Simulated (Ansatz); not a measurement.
A structure relaxed at r2SCAN-D4/def2-SVP in Ansatz, charge 0, doublet:

```xyz
24

Si    2.726   -0.634    0.472
Si   -4.734    0.252    0.557
Si    3.194    0.500   -1.556
Si   -0.966    0.026    1.185
Si    1.408   -2.548    0.079
Si   -0.713   -1.665   -0.434
Si    1.385    1.977   -1.141
Si    1.142    1.065    1.043
Si   -2.750    1.468    0.673
H     1.733    3.432   -1.209
H    -4.722   -0.787   -0.522
H    -2.480    2.101   -0.657
H     3.166   -0.314   -2.814
H     1.287   -3.338    1.348
H     3.878   -0.903    1.391
H    -0.680   -1.028   -1.791
H    -1.186   -0.614    2.525
H     0.180    1.734   -1.997
H    -5.127   -0.377    1.859
H     1.469    1.992    2.172
H     1.972   -3.434   -0.988
H     4.498    1.235   -1.488
H    -2.874    2.548    1.703
H    -1.806   -2.686   -0.408
```

**Question.** Give its formula.

**Answer.** Si9H15.

**Question.** Summarise the bond lengths by kind (pairs closer than 1.2 times the sum of covalent radii, bridged metal pairs left out).

**Answer.** 10 × Si–Si 2.33 to 2.39 Å; 15 × H–Si 1.50 Å.

Another isomer (doublet) lies 0.56 eV lower at PBE0-D4/def2-TZVP; other spin states weren't run for this one.
